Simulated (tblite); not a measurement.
C2H8FN2Si2 (doublet state).
SMILES with atom numbers: `[N:1]=[CH:2][Si@H:3]([NH2:4])[SiH2:5][CH2:6][F:7]` (hydrogens: H8 on C2; H9 on Si3; H10, H11 on N4; H12, H13 on Si5; H14, H15 on C6)
Bond orders are those of one Lewis drawing.

Computed with GFN2-xTB (tblite), gas phase: L-BFGS steps from a force-field or distance-geometry start until the largest atomic force falls under 0.01 eV/Å.

Step 16: E = -606.3282 eV
```
atom  x, y, z in Å  |  force x, y, z in eV/Å
N1     -2.5737    2.3040    0.8778    0.078  -0.147   0.014
C2     -2.0571    1.2186    0.9803   -0.020   0.109  -0.074
Si3    -0.9279    0.4473   -0.4539   -0.143   0.028  -0.006
N4     -1.6482   -1.0884   -0.7946    0.097   0.071   0.037
Si5     1.1937    0.5018    0.5027    0.053   0.033   0.017
C6      2.3278   -0.8831   -0.2067   -0.032  -0.025  -0.064
F7      2.9051   -0.4198   -1.3732   -0.010  -0.019  -0.069
H8     -2.1311    0.5229    1.8230   -0.024   0.011   0.007
H9     -1.0788    1.2310   -1.6804   -0.021   0.006  -0.004
H10    -2.1432   -1.6140   -0.0923    0.028  -0.010  -0.062
H11    -1.9462   -1.3442   -1.7226    0.039   0.005   0.105
H12     1.8928    1.7514    0.1957    0.018   0.030  -0.005
H13     1.2571    0.3373    1.9630   -0.065  -0.068   0.044
H14     3.1547   -1.1758    0.4428   -0.016   0.042   0.048
H15     1.7706   -1.7811   -0.4835    0.019  -0.067   0.010
```

Step 17: E = -606.3309 eV
```
atom  x, y, z in Å  |  force x, y, z in eV/Å
N1     -2.5744    2.3065    0.8781    0.069  -0.133   0.026
C2     -2.0578    1.2206    0.9793   -0.043   0.126  -0.070
Si3    -0.9353    0.4536   -0.4521   -0.052  -0.021  -0.059
N4     -1.6446   -1.0884   -0.7915    0.115   0.117   0.056
Si5     1.1932    0.5016    0.4976    0.000   0.054   0.025
C6      2.3257   -0.8843   -0.2072   -0.037  -0.021  -0.081
F7      2.8994   -0.4249   -1.3763    0.022  -0.006  -0.083
H8     -2.1315    0.5228    1.8189   -0.035   0.006   0.042
H9     -1.0871    1.2319   -1.6822   -0.024   0.010   0.003
H10    -2.1368   -1.6158   -0.0884    0.023  -0.014  -0.092
H11    -1.9363   -1.3417   -1.7219    0.017  -0.022   0.115
H12     1.8992    1.7505    0.2040    0.014   0.029  -0.017
H13     1.2562    0.3286    1.9560   -0.071  -0.067   0.069
H14     3.1522   -1.1680    0.4464   -0.001   0.028   0.032
H15     1.7735   -1.7850   -0.4826    0.003  -0.084   0.033
```

Step 18: E = -606.3337 eV
```
atom  x, y, z in Å  |  force x, y, z in eV/Å
N1     -2.5754    2.3090    0.8793    0.032  -0.058   0.028
C2     -2.0588    1.2233    0.9773   -0.049   0.078  -0.029
Si3    -0.9438    0.4609   -0.4516    0.082  -0.025  -0.087
N4     -1.6403   -1.0855   -0.7876    0.069   0.064   0.018
Si5     1.1928    0.5026    0.4931   -0.047   0.058   0.029
C6      2.3236   -0.8857   -0.2087   -0.032  -0.009  -0.077
F7      2.8943   -0.4309   -1.3811    0.040  -0.005  -0.076
H8     -2.1326    0.5231    1.8149   -0.040   0.007   0.056
H9     -1.0974    1.2334   -1.6848   -0.026   0.017   0.004
H10    -2.1295   -1.6188   -0.0862    0.032  -0.001  -0.102
H11    -1.9261   -1.3416   -1.7199    0.021  -0.022   0.146
H12     1.9073    1.7504    0.2129    0.004   0.018  -0.024
H13     1.2548    0.3180    1.9508   -0.077  -0.060   0.068
H14     3.1500   -1.1599    0.4502   -0.005   0.021  -0.005
H15     1.7766   -1.7904   -0.4806   -0.007  -0.084   0.051
```

Step 19: E = -606.3365 eV
```
atom  x, y, z in Å  |  force x, y, z in eV/Å
N1     -2.5758    2.3110    0.8804   -0.024   0.057   0.023
C2     -2.0601    1.2259    0.9753   -0.030  -0.018   0.023
Si3    -0.9502    0.4677   -0.4523    0.192  -0.013  -0.079
N4     -1.6342   -1.0827   -0.7832    0.063   0.040   0.028
Si5     1.1915    0.5045    0.4892   -0.065   0.035   0.030
C6      2.3209   -0.8874   -0.2119   -0.024   0.011  -0.051
F7      2.8897   -0.4366   -1.3873    0.041  -0.018  -0.050
H8     -2.1343    0.5236    1.8121   -0.039   0.015   0.051
H9     -1.1072    1.2350   -1.6869   -0.029   0.032  -0.011
H10    -2.1216   -1.6211   -0.0860    0.020  -0.012  -0.055
H11    -1.9153   -1.3406   -1.7144    0.003  -0.046   0.062
H12     1.9144    1.7506    0.2207   -0.005   0.008  -0.025
H13     1.2512    0.3066    1.9466   -0.080  -0.049   0.050
H14     3.1470   -1.1510    0.4539   -0.016   0.018  -0.055
H15     1.7795   -1.7976   -0.4780   -0.006  -0.060   0.059
```

**Question.** Estimate the geometry and energy of step 20. (The exact step hangs on the optimiser's Hessian estimate; all steps are aligned on step 19, rigid shifts and turns removed.)

**Answer.** E = -606.3392 eV, largest force 0.245 eV/Å
```
atom  x, y, z in Å  |  force x, y, z in eV/Å
N1     -2.5777    2.3146    0.8832   -0.058   0.127   0.014
C2     -2.0628    1.2297    0.9736   -0.004  -0.092   0.060
Si3    -0.9536    0.4752   -0.4555    0.240   0.036  -0.035
N4     -1.6290   -1.0769   -0.7789    0.000  -0.068  -0.020
Si5     1.1896    0.5076    0.4866   -0.035  -0.001   0.030
C6      2.3184   -0.8886   -0.2155   -0.014   0.027  -0.020
F7      2.8862   -0.4437   -1.3946    0.023  -0.033  -0.012
H8     -2.1371    0.5248    1.8097   -0.034   0.026   0.029
H9     -1.1200    1.2379   -1.6906   -0.025   0.042  -0.024
H10    -2.1126   -1.6252   -0.0871    0.032   0.008  -0.009
H11    -1.9047   -1.3440   -1.7089    0.018  -0.030   0.034
H12     1.9236    1.7511    0.2294   -0.023  -0.011  -0.021
H13     1.2477    0.2935    1.9442   -0.085  -0.033   0.013
H14     3.1449   -1.1425    0.4559   -0.033   0.021  -0.100
H15     1.7825   -1.8054   -0.4735   -0.002  -0.019   0.060
```

The energy changes by -0.0027 eV. The first-order estimate −F·Δx gives -0.0039 eV and the mean of the old and new forces, exact on a quadratic surface, -0.0028 eV. The step makes an angle of 71° with the force vector and moves no atom by more than 0.014 Å.

The cost below is that of the whole relaxation. The run took 1.6 s wall on one thread, Arm Neoverse V1 (aarch64), shared host with 64 logical CPUs at a one-minute load of 17.
